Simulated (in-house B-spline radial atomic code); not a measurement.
## BHandHLYP excitations of neutral magnesium

Method: BHandHLYP. Computed with an all-electron radial atomic-structure program (B-spline basis): linear response of the closed shell [Ne] 3s2 with the functional's adiabatic kernel; non-relativistic, point nucleus, no spin-orbit coupling, no double excitations, S, P, D and F terms only.

Command:
```bash
python run_td.py task.json out
```
Settings (radii: box in bohr, nucleus in fm):
```
Z                        12
electrons                12
configuration            [Ne] 3s2
hamiltonian              nr
method                   bhandhlyp
box_radius               75
intervals                56
```

Time taken, with all properties: 0.6 s on 1 thread of Arm Neoverse N1 (shared host).

The lowest states, in the order of their Tamm-Dancoff energies; the method's threshold (minus the highest occupied level) is 6.021 eV. Labels give the largest channel, * marks a mixed state, and oscillator strengths are full-response dipole values. Measured ¹D terms are left out, since they can mix with doubly excited terms. Semilocal kernels can invert the small singlet-triplet splittings of Rydberg terms. Energies in eV:

```csv
state,full response,Tamm-Dancoff,oscillator strength,measured (J-weighted term)
3s → 3p 3P,2.496,2.640,-,2.714
3s → 3p 1P,4.202,4.348,1.6,4.346
3s → 4s 3S,4.743,4.746,-,5.108
3s → 4s 1S,4.943,4.953,-,5.394
3s → 4p 3P,5.311,5.316,-,5.932
3s → 3d 1D,5.431,5.431,-,-
3s → 3d 3D,5.445,5.447,-,5.946
3s → 4p 1P,?,?,?,?
3s → 5s 3S,5.564,5.565,-,6.431
3s → 5s 1S,?,?,-,?
```

**Question.** Where does 3s → 5s 1S lie?

**Answer.** At 5.611 eV in full response, 5.614 eV in Tamm-Dancoff; measured 6.516 eV.

**Question.** Where does 3s → 4p 1P lie?

**Answer.** At 5.439 eV in full response, 5.466 eV in Tamm-Dancoff, oscillator strength 0.12; measured 6.118 eV.

**Question.** How large is the singlet-triplet splitting of 3s → 3p (P terms) in Tamm-Dancoff?

**Answer.** 1.71 eV, from the unrounded values.

**Question.** What polarisabilities and dispersion coefficient does the method give?

**Answer.** Dipole 73.67 bohr³, quadrupole 854.7 bohr⁵, C6 655.9 hartree·bohr⁶ for two such species. Recommended dipole value: 71.2 ± 0.4 bohr³ (Schwerdtfeger and Nagle, table of static dipole polarizabilities (2023 update)), which includes relativity and correlation.
